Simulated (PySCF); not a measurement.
# Broadened absorption spectrum of GaCl2(NMe2)

Species: GaCl2(NMe2), C₂H₆Cl₂GaN.
SMILES: `C[N](C)[Ga]([Cl])[Cl]`

Theory: TDDFT wB97X-D/def2-SVPD, vertical, gas phase, core orbitals frozen in the response in PySCF 2.14.0, density-fitted response routines. Geometry: PBE0-D3(BJ)/def2-SVP; no solvent, vibrations or thermal averaging. Relativistic effects, spin–orbit coupling among them, are left out although an element past zinc is present.

Broadening: Gaussians 0.4 eV wide at half height, area fixed by f = 4.319×10⁻⁹ ∫ε dν̃. The width is an assumption, not a result. The curve ends short of the highest state used, and states not computed would add to its high-energy end.

(E (eV), ε (L mol⁻¹ cm⁻¹)): (4.23, 1), (4.31, 4), (4.40, 16), (4.48, 46), (4.56, 107), (4.65, 215), (4.73, 316), (4.81, 371), (4.90, 342), (4.98, 252), (5.06, 154), (5.15, 103), (5.23, 195), (5.31, 592), (5.40, 1782), (5.48, 3783), (5.56, 6437), (5.65, 8979), (5.73, 9536), (5.82, 7827), (5.90, 5188), (5.98, 2755), (6.07, 1039), (6.15, 353), (6.23, 129), (6.32, 156), (6.40, 366), (6.48, 788), (6.57, 1533), (6.65, 2357), (6.73, 3231), (6.82, 4340), (6.90, 5700), (6.98, 7493), (7.07, 9376), (7.15, 10022), (7.23, 9461), (7.32, 8237), (7.40, 7421), (7.49, 6749), (7.57, 5858), (7.65, 4623), (7.74, 3418), (7.82, 3136)

Q: Locate the maxima and give the states behind the curve.

A: 257 nm (4.83 eV), ε about 370, made up of S1 (100%); 217 nm (5.71 eV), ε about 9600, made up of S2 (100%); 173 nm (7.15 eV), ε about 10000, made up of S6 (90%) (ε in L mol⁻¹ cm⁻¹; maxima over ε = 5, shares over 10%). At its high-energy end, 7.82 eV, the curve is still rising (ε about 3100, from S9, S11, S12 and S13). The states used: S1 4.83 eV (f 0.0055); S2 5.71 eV (f 0.142); S3 6.67 eV (f 0.013); S4 6.82 eV (f 0.032); S5 6.91 eV (f 0.0000); S6 7.14 eV (f 0.135); S7 7.41 eV (f 0.0000); S8 7.48 eV (f 0.0003); S9 7.50 eV (f 0.080); S10 7.58 eV (f 0.0027); S11 7.79 eV (f 0.010); S12 7.95 eV (f 0.010); S13 8.18 eV (f 0.113); S14 8.19 eV (f 0.024); S15 8.42 eV (f 0.082).

Q: On this curve, what absorbance would a 10⁻⁵ mol/L sample give at 254 nm over a 1 cm path?

A: 254 nm is 4.881 eV, where ε is about 360 L mol⁻¹ cm⁻¹, so A = ε c l ≈ 0.0036 (Beer–Lambert, with the gas-phase spectrum and the assumed width).

Q: What would ε be at 7.15 eV, the highest of these maxima, with half the width (0.2 eV)?

A: About 17900 L mol⁻¹ cm⁻¹ against 10000, a factor of about 1.8; a lone state at its own centre would give exactly 2.

Q: Coming from long wavelengths, where does ε first pass 100 L mol⁻¹ cm⁻¹?

A: At about 272 nm (4.55 eV), 0.27 eV below S1.
